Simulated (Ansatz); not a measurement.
Reaction (atomization): `[F][Sn]([F])[I]`• → 2 F• + I• + Sn•

Gas-phase electronic energies from Ansatz, PBE0-D4/def2-TZVP geometries. CCSD(T)/CBS is the MP2 limit (def2-TZVPP, def2-QZVPP) plus CCSD(T) − MP2 in def2-TZVPP, frozen cores. This one scheme is used for every species, atoms too. For atomizations the MP2-based limit and the directly extrapolated one differ by several kJ/mol either way, and by 10 to 25 for some Ge, Se and Sn compounds, so smaller differences from it don't rank the levels. Functionals use def2-TZVPP. No spin–orbit coupling; open shells (•) take unrestricted orbitals. Spin–orbit coupling would lower the free atoms: a little for F; strongly for I, Sn. Elements past krypton have def2 core potentials. For I, Sn outer-core shells are correlated without core-valence functions, so the limit isn't a true one: a few kJ/mol of doubt a bond, and 10 to 20 or more in all where bonds break to atoms.

```csv
level,ΔE (kJ/mol)
revPBE,1073.9
HF/def2-SVP,633.5
CCSD/def2-SVP,931.1
CCSD/CBS(def2),1075.4
```

Question: What does CCSD(T)/CBS give? (An estimate is asked.)

Answer: The calculation gave: +1113.2 kJ/mol. The listed levels differ from it by -39.3, -479.7, -182.1, -37.8 kJ/mol.

Largest T1 diagnostic among the species: 0.016.

The D4 term adds +18.2 kJ/mol with B3LYP and +9.4 kJ/mol with PBE0; it sums over pairs of atoms, weighted by their polarisabilities, and B3LYP, whose exchange is more repulsive, gets the larger term. From r2SCAN to r2SCAN0 (25 % exact exchange), in def2-TZVPP and without D4, ΔE moves by −67.4 kJ/mol: exact exchange takes away binding that semilocal exchange gives to molecules.

B3LYP here is the variant with VWN-RPA as its local correlation; programs differ in this.
